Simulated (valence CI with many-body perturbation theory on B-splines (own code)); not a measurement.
## Nd37+: E2, M1 decay

Method: relativistic CI+MBPT: five valence electrons over a frozen Dirac-Fock core [Ar], a basis of 7 s, 7 p, 8 d, 6 f, 4 g, 1 h functions for each j, with the one-electron correlation potential Σ1, the two-electron term Σ2, the three-electron term Σ3, Breit, model QED; selected CI, second order for the rest (own B-spline code, finite nucleus).

No measured spectrum was set against this ion. As an estimate, large intervals hold to a few tenths of a per cent, small ones and those within an open d or f shell to about a per cent. Only levels of the ground parity were solved; by the run's estimate the other parity begins above the list, which can be wrong where configurations are misplaced.

Lines 1 to 50 of 120 in falling wavelength, among levels below 955660 cm⁻¹, chosen from the decays that carry over 1 % of a level's rate. Wavelengths and rates use the calculated energies. Electric multipoles are in the length gauge, E1 and E2 with the static RPA response of the core. Weak lines are less certain than strong ones. Lines between different terms over intervals too small for the method are left out, as are lines whose strength nearly cancels. Branching is blank where the lifetime is uncertain.

Levels are named by their leading jj configuration (3d3/2^4 stands for four electrons in 3d with j = 3/2), which in mixed levels can hold well under half, so a name can repeat and another be missing. Letters in brackets count levels of one name in rising energy.

```csv
λ vac (Å),Upper,Lower,Type,A (s⁻¹),Branch %
9764,(3d3/2^3 3d5/2^2) J=11/2,(3d3/2^3 3d5/2^2) J=7/2 [a],E2,6.82e-08,
3898,(3d3/2^3 3d5/2^2) J=9/2,(3d3/2^3 3d5/2^2) J=11/2,M1,2.08e+02,24.6
3144,(3d3/2^2 3d5/2^3) J=13/2,(3d3/2^2 3d5/2^3) J=11/2,M1,2.18e+02,1.0
2786,(3d3/2^3 3d5/2^2) J=9/2,(3d3/2^3 3d5/2^2) J=7/2 [a],M1,6.36e+02,75.0
2631,(3d3/2^3 3d5/2^2) J=7/2 [b],(3d3/2^3 3d5/2^2) J=5/2 [b],M1,5.04e+02,4.8
2417,(3d3/2^3 3d5/2^2) J=5/2 [b],(3d3/2^3 3d5/2^2) J=3/2 [a],M1,7.76e+02,2.3
1926,(3d3/2^3 3d5/2^2) J=1/2,(3d3/2^3 3d5/2^2) J=3/2 [a],M1,4.47e+03,99.7
1741,(3d3/2^2 3d5/2^3) J=1/2 [a],(3d3/2^3 3d5/2^2) J=3/2 [b],M1,2.48e+03,1.3
1334,(3d3/2^3 3d5/2^2) J=7/2 [a],(3d3/2^3 3d5/2^2) J=5/2 [a],M1,5.39e+03,8.9
1246,(3d3/2^2 3d5/2^3) J=5/2 [b],(3d3/2^3 3d5/2^2) J=3/2 [b],M1,3.78e+03,2.1
1193,(3d3/2^2 3d5/2^3) J=3/2 [a],(3d3/2^2 3d5/2^3) J=5/2 [a],M1,4.64e+03,1.4
1184,(3d3/2^2 3d5/2^3) J=7/2 [b],(3d3/2^2 3d5/2^3) J=9/2 [a],M1,8.38e+02,1.3
1155,(3d3/2^3 3d5/2^2) J=7/2 [b],(3d3/2^3 3d5/2^2) J=7/2 [a],M1,2.13e+03,20.3
1149,(3d3/2^2 3d5/2^3) J=3/2 [b],(3d3/2^2 3d5/2^3) J=3/2 [a],M1,1.72e+03,1.9
1040,(3d3/2^2 3d5/2^3) J=9/2 [c],(3d3/2^2 3d5/2^3) J=7/2 [b],M1,1.18e+03,1.2
1037,(3d3/2^3 3d5/2^2) J=3/2 [b],(3d3/2^3 3d5/2^2) J=1/2,M1,1.56e+03,3.9
1030,(3d3/2^2 3d5/2^3) J=5/2 [b],(3d3/2^2 3d5/2^3) J=5/2 [a],M1,2.09e+03,1.2
954.2,(3d3/2^2 3d5/2^3) J=7/2 [b],(3d3/2^2 3d5/2^3) J=7/2 [a],M1,3.46e+03,5.5
934.5,(3d3/2^3 3d5/2^2) J=3/2 [b],(3d3/2^3 3d5/2^2) J=5/2 [b],M1,3.92e+03,9.8
900.0,(3d3/2^2 3d5/2^3) J=9/2 [c],(3d3/2^2 3d5/2^3) J=9/2 [b],M1,1.28e+04,13.6
896.2,(3d3/2^2 3d5/2^3) J=1/2 [b],(3d3/2^2 3d5/2^3) J=3/2 [a],M1,9.82e+03,4.4
890.7,(3d3/2^2 3d5/2^3) J=9/2 [a],(3d3/2^3 3d5/2^2) J=7/2 [b],M1,9.48e+03,9.4
878.7,(3d3/2^2 3d5/2^3) J=5/2 [c],(3d3/2^2 3d5/2^3) J=7/2 [a],M1,2.42e+03,1.0
809.7,(3d3/2^3 3d5/2^2) J=5/2 [b],(3d3/2^3 3d5/2^2) J=5/2 [a],M1,3.33e+04,97.1
769.6,(3d3/2^2 3d5/2^3) J=7/2 [a],(3d3/2^3 3d5/2^2) J=5/2 [b],M1,2.24e+04,15.3
731.4,(3d3/2^2 3d5/2^3) J=5/2 [c],(3d3/2^3 3d5/2^2) J=3/2 [b],M1,2.80e+04,11.8
721.0,(3d3/2^2 3d5/2^3) J=5/2 [a],(3d3/2^3 3d5/2^2) J=7/2 [a],M1,2.59e+04,8.7
717.3,(3d3/2 3d5/2^4) J=7/2 [a],(3d3/2^2 3d5/2^3) J=5/2 [c],M1,1.68e+04,4.4
706.6,(3d3/2^3 3d5/2^2) J=5/2 [a],(3d3/2^4 3d5/2) J=5/2,M1,1.08e+05,100.0
701.3,(3d3/2^2 3d5/2^3) J=7/2 [a],(3d3/2^3 3d5/2^2) J=9/2,M1,3.73e+04,25.5
673.9,(3d3/2^3 3d5/2^2) J=3/2 [b],(3d3/2^3 3d5/2^2) J=3/2 [a],M1,8.59e+03,21.6
670.8,(3d3/2^2 3d5/2^3) J=11/2,(3d3/2^3 3d5/2^2) J=9/2,M1,1.44e+04,13.9
670.0,(3d3/2^2 3d5/2^3) J=5/2 [b],(3d3/2^3 3d5/2^2) J=7/2 [b],M1,1.59e+04,8.9
651.1,(3d3/2^2 3d5/2^3) J=5/2 [c],(3d3/2^2 3d5/2^3) J=5/2 [a],M1,3.87e+03,1.6
649.8,(3d3/2^2 3d5/2^3) J=1/2 [a],(3d3/2^3 3d5/2^2) J=1/2,M1,7.55e+04,40.7
649.3,(3d3/2^2 3d5/2^3) J=3/2 [b],(3d3/2^3 3d5/2^2) J=3/2 [b],M1,1.66e+03,1.8
637.1,(3d3/2 3d5/2^4) J=5/2 [a],(3d3/2^2 3d5/2^3) J=3/2 [a],M1,2.87e+04,5.1
613.9,(3d3/2 3d5/2^4) J=3/2 [a],(3d3/2^2 3d5/2^3) J=5/2 [c],M1,1.43e+04,3.1
611.9,(3d3/2 3d5/2^4) J=7/2 [a],(3d3/2^2 3d5/2^3) J=9/2 [b],M1,2.23e+04,5.9
611.8,(3d3/2^2 3d5/2^3) J=3/2 [a],(3d3/2^3 3d5/2^2) J=1/2,M1,1.04e+04,3.1
585.2,(3d3/2^2 3d5/2^3) J=3/2 [b],(3d3/2^2 3d5/2^3) J=5/2 [a],M1,1.01e+04,11.0
574.7,(3d3/2^2 3d5/2^3) J=3/2 [a],(3d3/2^3 3d5/2^2) J=5/2 [b],M1,4.07e+04,12.0
572.3,(3d3/2^2 3d5/2^3) J=11/2,(3d3/2^3 3d5/2^2) J=11/2,M1,8.96e+04,86.1
568.5,(3d3/2 3d5/2^4) J=11/2,(3d3/2^2 3d5/2^3) J=9/2 [b],M1,2.11e+04,6.5
560.3,(3d3/2^2 3d5/2^3) J=7/2 [a],(3d3/2^3 3d5/2^2) J=7/2 [a],M1,5.09e+04,34.8
550.2,(3d3/2^2 3d5/2^3) J=9/2 [b],(3d3/2^3 3d5/2^2) J=7/2 [b],M1,1.85e+04,7.7
534.0,(3d3/2^2 3d5/2^3) J=5/2 [b],(3d3/2^3 3d5/2^2) J=5/2 [b],M1,8.33e+04,46.5
530.3,(3d3/2^2 3d5/2^3) J=9/2 [a],(3d3/2^3 3d5/2^2) J=11/2,M1,3.66e+04,36.5
521.1,(3d3/2^2 3d5/2^3) J=7/2 [c],(3d3/2^2 3d5/2^3) J=5/2 [a],M1,3.47e+03,2.3
514.4,(3d3/2^2 3d5/2^3) J=9/2 [c],(3d3/2^2 3d5/2^3) J=11/2,M1,3.30e+03,3.5
```
